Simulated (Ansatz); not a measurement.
The cluster Cs3H4⁻, relaxed as a singlet with RKS PBE-D4/def2-TZVPD in Ansatz, starting from the GFN1-xTB geometry. Force threshold 0.02 eV/Å.

In the def2 sets Cs takes a core potential; there is no spin–orbit coupling. The restricted singlet is unstable towards broken spin symmetry at other levels; at PBE-D4/def2-TZVPD this wasn't settled. The highest occupied level of the charge -1 singlet lies above zero (up to 0.34 eV). The electron is either unbound and held by the finite basis, or the level is raised by self-interaction error. In the singlet, H4 and H7 lie 0.76 Å apart (atoms count from 1), so H2 has formed as a molecule. Another isomer (singlet) lies 0.32 eV lower at PBE0-D4/def2-TZVPD; other spin states weren't run for this one.

Start:

```csv
atom,x (Å),y (Å),z (Å)
Cs1,-3.385,-1.428,-2.527
Cs2,-0.380,0.015,0.231
Cs3,0.763,1.529,4.118
H4,2.179,-1.607,-0.645
H5,-0.917,2.975,-0.751
H6,0.077,-2.943,1.262
H7,1.664,1.459,-1.688
```

Estimate the energy that the relaxation releases and the steps that it takes.

133.0 kcal/mol, in 27 steps; 38 s on 4 threads of Arm Neoverse V2 on a shared host. The force fell under the threshold at step 26, but the optimiser went on. No frequencies were taken in this run, so the end may be a saddle point.

Does the start keep its bonding?

Bonds formed: Cs1–H5, Cs3–H6 (atoms count from 1).

Predict the relaxed structure.


| atom | x (Å) | y (Å) | z (Å) |
| --- | --- | --- | --- |
| Cs1 | -3.3340 | 0.0157 | -3.9033 |
| Cs2 | -0.4620 | 0.0151 | 0.2798 |
| Cs3 | 1.9258 | 0.0409 | 4.7580 |
| H4 | 2.2118 | -0.1025 | -1.7857 |
| H5 | -2.7697 | 0.0556 | -1.2388 |
| H6 | -0.1777 | 0.0587 | 3.0276 |
| H7 | 2.6057 | -0.0835 | -1.1376 |
Bond lengths (bridged metal pairs left out): 4 × Cs–H 2.72 to 2.76 Å.
